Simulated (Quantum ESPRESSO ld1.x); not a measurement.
Results of a calculation; reference values are marked as such.
Question: Coherent X-ray form factor from a spherical all-electron density. Code: ld1.x of Quantum ESPRESSO 7.5. Model: Dirac Kohn-Sham, HCTH/120, spin-unpolarised, spherical densities, point nucleus.

| sin(theta)/lambda (1/angstrom) | f0 (electrons) |
|---|---|
| 0.05 | 36.624 |
| 0.1 | 35.553 |
| 0.15 | 33.944 |
| 0.2 | 32.004 |
| 0.25 | 29.934 |
| 0.3 | 27.895 |
| 0.4 | 24.279 |
| 0.5 | 21.425 |
| 0.6 | 19.165 |
| 0.8 | 15.522 |
| 1 | 12.448 |
| 1.25 | 9.474 |
| 1.5 | 7.547 |
| 2 | 5.690 |

The species is in the configuration that NIST lists as its ground one. Which atom or ion scatters so?

Answer: The niobium ion Nb4+, [Kr] 4d1. Extrapolating in s^2 from the first two rows gives f0(0) = 37.0, near the electron count 37; among species with that count, the fall with angle is slower the higher Z, and the table is that of Z = 41; from so few rows the species is fixed only to a neighbour or two.
